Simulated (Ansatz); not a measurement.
This Ansatz (a quantum-chemistry and plane-wave program) input (PBE0/pcseg-1) gives -2076.42067 Eh with 27 basis functions. A basis named .json is the Basis Set Exchange file of that set (core-valence sets with the plain set on hydrogen).

Ansatz 0.2 input:
```yaml
crystal:
  periodic: [false, false, false]
  atoms:
    - {symbol: Ge, position_ang: [0.00000000, 0.00000000, 0.00000000]}
basis:
  gaussian:
    orbitals: pcseg-1.json
hamiltonian:
  xc: {name: PBE0}
magnetization: {spin_polarized: true, initial_magnetization: 2}
scf: {lower_state_search: full}
```

Change:
```diff
- orbitals: pcseg-1.json
+ orbitals: cc-pVQZ
```

What does the run give now?

-2076.69748 Eh (PBE0/cc-pVQZ, 68 functions), a change of -276.81 mEh.
